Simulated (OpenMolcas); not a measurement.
Nb3+ (d2) among equal point charges was computed by CASSCF with the d shell active (OpenMolcas, ANO-RCC-VDZP on the metal). Its lowest spin-free states, and all those of the highest spin:

| 2S+1 | Degeneracy | E (cm-1) |
| --- | --- | --- |
| 3 | 3 | 0.0 |
| 3 | 3 | 9505 |
| 1 | 3 | 10404 |
| 1 | 2 | 10678 |
| 3 | 3 | 19506 |
| 3 | 1 | 20472 |
| 1 | 1 | 20883 |
| 1 | 3 | 21899 |
| 1 | 3 | 24292 |
| 1 | 2 | 33318 |
| 1 | 1 | 50197 |

Task: Is the site octahedral, tetrahedral or cube-like, axial, or of lower symmetry?

Result: The states with 2S+1 = 3 have orbital degeneracies 3, 3, 3, 1. Threefold states need a cubic site. For d2 at this spin an octahedron puts the threefold T1 below the threefold T2 and a tetrahedron or cube puts the single A2 below the threefold T2, so the site is octahedral. The run had Nb3+ among 6 point charges of -1.36 e arranged as an octahedron (Oh), 2.08 Å from the ion.

An orbital triplet at a regular site is open to Jahn-Teller coupling, which can distort the site and quench the lowest spin-orbit gaps and is left out. Without dynamic correlation the repulsion within the d shell is too large (B by tens of per cent), so at a given field states of lower spin stand too high. This field is weak: 10Dq is about 11155 cm-1, while octahedral complexes of 4d ions of charge 3 and more, computed by the same method with explicit ligands, had a median near 25000 cm-1. Ground spin and moment need not be those of a real site. Point charges carry no covalency, so the field is a model and not that of real ligands. No measured value stands beside these numbers.
